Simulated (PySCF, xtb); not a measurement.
BBr3, SMILES BrB(Br)Br.

GFN2-xTB (xtb 6.7.1) at its own geometry gives an orbital gap of 3.85 eV and a dipole moment of 0.13 D.

Coordinates come from a r2SCAN-D4/def2-SVP optimisation. The isomer is the one that the SMILES or the coordinates give; other isomers of the formula were not compared.

Task: What does r2SCAN/def2-TZVP (PySCF) give? (The exact figures need the calculation; the answer reports its results.)

Result: gap 4.62 eV (levels -7.36 and -2.74 eV), dipole 0.00 D.
